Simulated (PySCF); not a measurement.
C7H11O (doublet state).
Structure used (GFN2-xTB), in Å, numbered top down from 1:
```xyz
19
C7H11O angstrom
C      2.483   -0.067   -0.484
C      1.756    0.439    0.693
C      0.260    0.253    0.559
C     -0.492    1.054   -0.492
C     -1.872    0.383   -0.549
C     -1.633   -1.089   -0.178
C     -0.436   -1.023    0.746
O     -0.491   -0.009    1.717
H      3.413    0.372   -0.783
H      2.135   -0.945   -0.992
H      2.065   -0.097    1.607
H      1.983    1.496    0.864
H     -0.562    2.110   -0.233
H      0.041    0.958   -1.440
H     -2.520    0.837    0.201
H     -2.342    0.491   -1.525
H     -2.504   -1.538    0.296
H     -1.364   -1.682   -1.054
H      0.070   -1.934    1.041
```

The hyperfine couplings belong to this conformer and change with its torsions.

The species is `[CH2]C[C@@]12CCC[C@@H]1O2` [radical].

The calculation used UKS B3LYP, pcH-1 on C H O, non-relativistic, mean-field spin-orbit, GIAO in PySCF. The structure is a single GFN2-xTB conformer in the gas phase; no vibrational or solvent corrections. The geometry wasn't refined by DFT: couplings that depend on bond lengths, twists or pyramidal angles can differ widely from those at the functional's own minimum. The SCF solution wasn't tested for stability.

Principal values of hyperfine tensors in MHz (contact and dipolar terms together), for some of the nuclei:

```
atom  isotope       A1      A2      A3
  C1      13C     9.13    9.79  253.12
  H9       1H  -103.11  -63.81  -24.01
 H10       1H  -101.97  -62.83  -23.04
  C2      13C   -36.60  -33.80  -31.91
 H12       1H    29.15   29.71   43.32
  C3      13C    25.05   25.95   31.62
 H14       1H    -2.95   -0.99    9.90
 H16       1H     0.48    0.49    2.51
```

Question: Split each tensor into its isotropic and traceless parts, and turn a_iso into mT with g = 2.0027.

Answer: a_iso is a third of the trace, T = A − a_iso, and a(mT) = a(MHz)/(g × 13.996).

| atom | a_iso (MHz) | a_iso (mT) | T1 | T2 | T3 |
| --- | --- | --- | --- | --- | --- |
| C1 | 90.68 | 3.235 | -81.55 | -80.89 | 162.44 |
| H9 | -63.64 | -2.271 | -39.47 | -0.16 | 39.64 |
| H10 | -62.61 | -2.234 | -39.36 | -0.22 | 39.57 |
| C2 | -34.10 | -1.217 | -2.50 | 0.31 | 2.19 |
| H12 | 34.06 | 1.215 | -4.91 | -4.35 | 9.26 |
| C3 | 27.54 | 0.982 | -2.49 | -1.59 | 4.09 |
| H14 | 1.98 | 0.071 | -4.94 | -2.98 | 7.91 |
| H16 | 1.16 | 0.041 | -0.68 | -0.67 | 1.36 |

Question: What spin density at the nucleus of C2 lies behind its contact coupling (g_N = 1.40482)?

Answer: a_FC = 800.24 MHz bohr³ × g_N × ρ(0)/(2S). With a_FC = -34.10 MHz and 2S = 1, ρ(0) = -0.03034 bohr⁻³.

Question: H11 (1H, g_N = 5.58569) isn't in the table. Its spin density at the nucleus is 0.03721 bohr⁻³. What is its contact coupling?

Answer: By the same relation, a_FC = 166.3 MHz. Its full tensor has the principal values 160.31, 163.46, 175.17 MHz.

Question: Which nucleus of the table has the largest anisotropic coupling, and what is its form?

Answer: C1: -81.5, -80.9, 162.4 MHz, axial, in the ratio −1:−1:+2, the form that spin in one p orbital centred on that nucleus gives.

Question: In a single crystal, with the field along each principal axis of the tensor of H10 in turn, what first-order splitting does this nucleus give (isotropic g, quadrupole terms neglected)?

Answer: 2 lines (I = 1/2), spaced by |A_i|/(g × 13.996): 3.64, 2.24, 0.82 mT along the axes of A1, A2 and A3.
